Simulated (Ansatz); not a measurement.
Stepwise reaction of `[OH][Nb]([OH])([OH])([F])[F]` with hydrogen fluoride, as a gas-phase model of exchange steps in deposition or etching. ΔE in kJ/mol; ΔG adds harmonic PBE0-D4 terms to CCSD(T)/CBS, at 1 bar.

Gas-phase electronic energies from Ansatz, PBE0-D4/def2-TZVP geometries. CCSD(T)/CBS adds triple-zeta CCSD(T) − MP2 to the extrapolated MP2 energy (def2 sets, frozen cores). This one scheme is used for every species. Functionals use def2-TZVPP. B3LYP here is the variant with VWN-RPA as its local correlation; programs differ in this. Elements past krypton have def2 core potentials. For Nb outer-core shells are correlated without core-valence functions, which leaves a few kJ/mol of doubt a bond. Each species was taken in one conformer, which may not be the lowest.

```
step                                                                    reaction  PBE-D4  B3LYP-D4  ωB97M-V  CCSD(T)/CBS  ΔG(500 K)
   1  `[OH][Nb]([OH])([OH])([F])[F]` + H–F → `[OH][Nb]([OH])([F])([F])[F]` + H₂O   -36.0     -35.7    -36.0        -28.3      -35.5
   2    `[OH][Nb]([OH])([F])([F])[F]` + H–F → `[OH][Nb]([F])([F])([F])[F]` + H₂O   -37.4     -35.4    -35.8        -29.0      -21.0
   3      `[OH][Nb]([F])([F])([F])[F]` + H–F → `[F][Nb]([F])([F])([F])[F]` + H₂O   -36.2     -33.7    -35.1        -28.1      -23.1
```

Q: By hand: ΔE of the 3 steps together at CCSD(T)/CBS.

A: (-28.3) + (-29.0) + (-28.1) = -85.4 kJ/mol, or -28.5 kJ/mol a step.

In ΔE the steps differ by no more than 0.9 kJ/mol. All are downhill at CCSD(T)/CBS. ΔG lies between -35.5 and -21.0 kJ/mol a step. PBE-D4 differs from CCSD(T)/CBS by -8.4 to -7.7 kJ/mol a step. Isolated molecules leave out the surface, adducts and barriers. Largest T1 diagnostic: 0.020.
